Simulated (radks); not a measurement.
Task: All-electron atom: Te III in [Kr] 4d10 5p4 (not the ground configuration). Method: Dirac Kohn-Sham, LDA (Slater exchange, Perdew-Wang correlation), spin-unpolarised, spherical densities, finite nucleus; open shells fill j = l - 1/2 first; Fermi nuclear charge, rms radius 4.7423 fm; computed with a radial shooting solver on a logarithmic mesh with Libxc functionals. Some entries of the table are withheld. Estimate them.

orbital,occ.,eigenvalue (eV),<r> (bohr),r(max) (bohr)
1s1/2,2,-31591.07,0.02784,0.01795
2s1/2,2,-4862.794,0.1195,0.1016
2p1/2,2,-4560.072,0.1009,0.07796
2p3/2,4,-4285.964,0.1064,0.08267
3s1/2,2,-985.0469,0.3224,(1)
3p1/2,2,-860.3149,0.3126,0.2794
3p3/2,4,-809.2424,0.3240,0.2900
3d3/2,4,-588.2776,0.2948,0.2359
3d5/2,6,-577.5855,0.2985,0.2389
4s1/2,2,(2),0.7642,0.7009
4p1/2,2,-142.9440,0.8006,(3)
4p3/2,4,-133.1220,0.8295,(4)
4d3/2,4,-64.3804,0.9587,0.8049
4d5/2,6,-62.8873,0.9706,0.8138
5p1/2,2,(5),(6),1.960
5p3/2,2,(7),(8),2.033

Result: 
(1) 3s1/2 r(max) (bohr): 0.2932
(2) 4s1/2 eigenvalue (eV): -185.9034
(3) 4p1/2 r(max) (bohr): 0.7208
(4) 4p3/2 r(max) (bohr): 0.7455
(5) 5p1/2 eigenvalue (eV): -24.5397
(6) 5p1/2 <r> (bohr): 2.238
(7) 5p3/2 eigenvalue (eV): -23.3771
(8) 5p3/2 <r> (bohr): 2.318
